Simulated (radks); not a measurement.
Values are calculated unless marked as measured or tabulated.
Question: Species: I XLVI. Configuration: [He] 2s2 2p4 (the NIST ground configuration). Code: a radial shooting solver on a logarithmic mesh with Libxc functionals. Model: non-relativistic Kohn-Sham, LB94 model potential, spin-polarised, spherical densities, point nucleus; open shells are filled with parallel spins first (spin-orbit coupling, left out, can overturn this in heavy ions); relativity is left out, which matters for an element this heavy. Some entries of the table are withheld. Estimate them.

orbital  occ.  eigenvalue (hartree)  <r> (bohr)  <1/r> (bohr^-1)
1s down     1             -1297.467     0.02859            52.57
1s up       1             -1297.237     0.02860            52.56
2s up       1             -292.1470      0.1194            12.47
2s down     1             -290.8514      0.1196            12.44
2p up       3             -284.6957      0.1011            12.45
2p down     1             -283.4006      0.1011            12.45
3s up       0             -125.0078      0.2765            5.376
3s down     0             -124.6223      0.2771            5.364
3p up       0                   (1)      0.2602            5.349
3p down     0                   (2)      0.2608            5.340

Answer: 
(1) 3p up eigenvalue (hartree): -122.6260
(2) 3p down eigenvalue (hartree): -122.2473
